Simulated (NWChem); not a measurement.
**Atomisation of H7BGe2**

```xyz
10

B      0.8646    -0.1069    -0.2253
Ge    -0.1972    -1.7724     0.3570
H      0.3825    -3.1071    -0.1487
H     -0.1471    -1.8017     1.9030
H     -1.6847    -1.7012    -0.0398
Ge     0.0569     1.7865    -0.3232
H      0.0058     2.2064    -1.8096
H     -1.3718     1.8969     0.2415
H      0.9464     2.8151     0.4052
H      2.0350    -0.2247    -0.5077
```
Charge 0, spin multiplicity 1.

All runs are NWChem calculations. Structure: optimised with PBE0/def2-SVP, with no frequency check, so it may be a saddle point.

Basis set: def2-TZVP. The atomisation energy is electronic alone: no zero-point, thermal, spin-orbit or counterpoise terms. No value is extrapolated to the basis-set limit. Free atoms are single determinants with multiplicities B 2, Ge 3, H 2. Correlated methods freeze the same cores in atoms and molecule, 19 orbitals in all.

Costs are rough ratios of processor time within this set of runs, SCF included, with BHandHLYP as 1. Costs are the molecule's.

The Hamiltonian is non-relativistic. B3LYP has NWChem's definition, with VWN1-RPA local correlation. The structure started from a generated list of species. No SCF solution was tested for a lower state. Open-shell Hartree-Fock references start from PBE0 orbitals; any time given for them includes that run.

```tsv
method	atomisation energy (kcal/mol)	relative cost
HF	…	under 3
BLYP	624.4	under 3
PBE0	634.9	under 3
B3LYP	636.3	under 3
BHandHLYP	632.7	1
r2SCAN	…	under 3
MP2	613.6	3
PBE	634.3	under 3
```

### Question
Some entries are withheld; supply them.

### Answer

- HF, atomisation energy (kcal/mol): 488.1
- r2SCAN, atomisation energy (kcal/mol): 647.6
